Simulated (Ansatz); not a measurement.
| atom | x (Å) | y (Å) | z (Å) |
| --- | --- | --- | --- |
| Co | 0.0000 | 0.0000 | 0.0000 |
| O | 0.0000 | 0.0000 | 1.8900 |
| H | -0.1490 | 0.7452 | 2.4800 |
| H | 0.1490 | -0.7452 | 2.4800 |
| O | 0.0000 | 0.0000 | -1.8900 |
| H | 0.1490 | -0.7452 | -2.4800 |
| H | -0.1490 | 0.7452 | -2.4800 |
| O | 1.8900 | 0.0000 | 0.0000 |
| H | 2.4800 | -0.7452 | 0.1490 |
| H | 2.4800 | 0.7452 | -0.1490 |
| O | -1.8900 | 0.0000 | 0.0000 |
| H | -2.4800 | 0.7452 | -0.1490 |
| H | -2.4800 | -0.7452 | 0.1490 |
| O | 0.0000 | 1.8900 | 0.0000 |
| H | 0.7259 | 2.4800 | -0.2250 |
| H | -0.7259 | 2.4800 | 0.2250 |
| O | 0.0000 | -1.8900 | 0.0000 |
| H | -0.7259 | -2.4800 | 0.2250 |
| H | 0.7259 | -2.4800 | -0.2250 |

Basis set: def2-TZVP on H, O; pcseg-2 on Co. Charge 3. Computed with Ansatz (development build ahead of 0.2.0); the lowest solution found for each multiplicity.

Task: How do the multiplicities compare at this shape? Give, from the lowest of each method, PBE0 (unrestricted) for 1, 5; PBE0 (restricted) for 1, 5.

Result:

| method | multiplicity | E (eV) | <S²> |
| --- | --- | --- | --- |
| PBE0, unrestricted | 1 | 0.019 | 0.33 |
| PBE0, unrestricted | 5 | 0.000 | 6.01 |
| PBE0, restricted | 1 | 0.000 | 0.00 |
| PBE0, restricted | 5 | 0.074 | 6.00 |

Caution: other spin multiplicities may lie lower. Caution for PBE0, unrestricted: the unrestricted determinant is spin contaminated.
